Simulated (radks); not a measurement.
Problem. Neutral barium: order these configurations by energy. All-electron calculation, scalar-relativistic Kohn-Sham, PBEsol, spin-polarised, spherical densities, finite nucleus; Fermi nuclear charge, rms radius of each element as measured or else 0.836 A^(1/3) + 0.57 fm. Program: a radial shooting solver on a logarithmic mesh with Libxc functionals. Open shells are filled with parallel spins first. [Xe] 4f1 6s1; [Xe] 5d1 6s1; [Xe] 6s1 6p1; [Xe] 6s2.

Solution. From the lowest, in eV above it: [Xe] 6s2 0.000; [Xe] 5d1 6s1 0.880; [Xe] 6s1 6p1 1.595; [Xe] 4f1 6s1 3.949.
